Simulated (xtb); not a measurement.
Ge(Cl)2(OH)2 (Cl₂GeH₂O₂), SMILES [OH][Ge]([Cl])([Cl])[OH]. All values are semi-empirical tight-binding results from xtb (GFN2-xTB unless named), good for trends rather than for accurate numbers. The structure is a stationary point at GFN2-xTB. The values are those of a single conformer.

For metal compounds this method's bond lengths and energies can be far off.

Computed properties:
- point group as xtb finds it = C2
- orbital gap = 6.02 eV
- zero-point energy = 16.9 kcal/mol
- G − E(el) at 298.15 K (modified RRHO) = -4.0 kcal/mol
